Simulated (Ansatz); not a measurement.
Frontier orbitals of BrClH2OSi (`O[SiH](Cl)Br`).

Z-matrix (Å, degrees):
```
Si
Cl 1 2.042
Br 1 2.209 2 107.7
O 1 1.622 2 111.3 3 -122.0
H 1 1.468 2 109.7 3 119.5
H 4 0.959 1 119.2 2 63.3
```

Total charge 0; spin multiplicity 1. Correlated methods include outer-core shells of Br, which these sets cover unevenly. Scalar relativity is left out up to krypton. The structure was optimised at the PBE0-D4/def2-TZVP level. It is one conformer, not always the lowest. Basis def2-TZVPP, the Gaussian-basis code of Ansatz.

Orbital energies of one run (eV). Highest occupied ones, from the top: -8.31, -8.47, -9.04, -9.33, -9.81, -10.43, -11.47, -11.63, -13.36, -16.16, -21.52, -23.13, -28.66, -72.33. Empty: -0.25, -0.09, 0.56, 1.41, 1.59, 3.45.

Problem. Which functional gave them?
A. CAM-B3LYP
B. HSE06 (plane-wave form)
C. ωB97X-V
D. PBE0

Solution. B. HOMO energies: HSE06 -8.31, CAM-B3LYP -10.03, PBE0 -8.71, ωB97X-V -11.08 eV.
